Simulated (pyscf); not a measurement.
# H₂As–SiH₂–AsH₂, singlet

Gas-phase minimum from PySCF at ωB97X-D3(BJ)/def2-SVP, one conformer. 

```xyz
9

As    -0.6440    -0.2549    -1.6751
Si    -0.5058    -0.6153     0.6464
As    -0.5614     1.4406     1.7849
H     -1.7406     0.7849    -1.5104
H      0.4585     0.7919    -1.6409
H      0.7291    -1.4048     0.9241
H     -1.6899    -1.4221     1.0626
H     -0.0690     0.8527     3.0981
H      0.8421     1.7965     1.3234
```

Bonded distances (Å): As1–Si2 2.353, As1–H4 1.520, As1–H5 1.521, Si2–As3 2.351, Si2–H6 1.492, Si2–H7 1.492, As3–H8 1.521, As3–H9 1.520. Bond angles (°): Si2–As1–H4 92.3, Si2–As1–H5 92.3, H4–As1–H5 92.8, As1–Si2–As3 110.0, As1–Si2–H6 108.3, As1–Si2–H7 108.1, As3–Si2–H6 113.1, As3–Si2–H7 108.6, H6–Si2–H7 108.6, Si2–As3–H8 94.2, Si2–As3–H9 92.1, H8–As3–H9 93.1.

Properties at ωB97X-D3(BJ)/def2-SVP:

| Item | Result |
|---|---|
| Harmonic wavenumbers, unscaled | 84, 114, 138, 340, 387, 426, 529, 563, 664, 710, 772, 811, 940, 1011, 1015, 2240, 2247, 2256, 2258, 2267, 2271 cm⁻¹ |
| Zero-point energy | 31.5 kcal/mol |
| Rotational symmetry number | 1 |
| Entropy of this conformer at 298 K and 1 atm, rigid rotor and harmonic oscillator, modes under 100 cm⁻¹ raised to 100 | 355.8 J/(mol K) |
| Dipole moment | 0.58 D |

Single-point totals, which compare only within one level:

```json
[
 {"level": "ωB97X-D3(BJ)/def2-TZVP", "total energy (hartree)": "-4764.79270"},
 {"level": "PBE/def2-TZVP", "total energy (hartree)": "-4764.03222"},
 {"level": "r²SCAN/def2-TZVP", "total energy (hartree)": "-4764.82008"},
 {"level": "B3LYP-D3(BJ)/def2-TZVP", "total energy (hartree)": "-4764.99443"},
 {"level": "PBE0-D3(BJ)/def2-TZVP", "total energy (hartree)": "-4764.20548"},
 {"level": "M06-2X/def2-TZVP", "total energy (hartree)": "-4764.84946"},
 {"level": "ωB97M-D3(BJ)/def2-TZVP", "total energy (hartree)": "-4764.93498"}
]
```

Soft torsions are taken as harmonic, which can shift the entropy by several J/(mol K). Elements up to Kr have no core potential and no relativistic terms here.
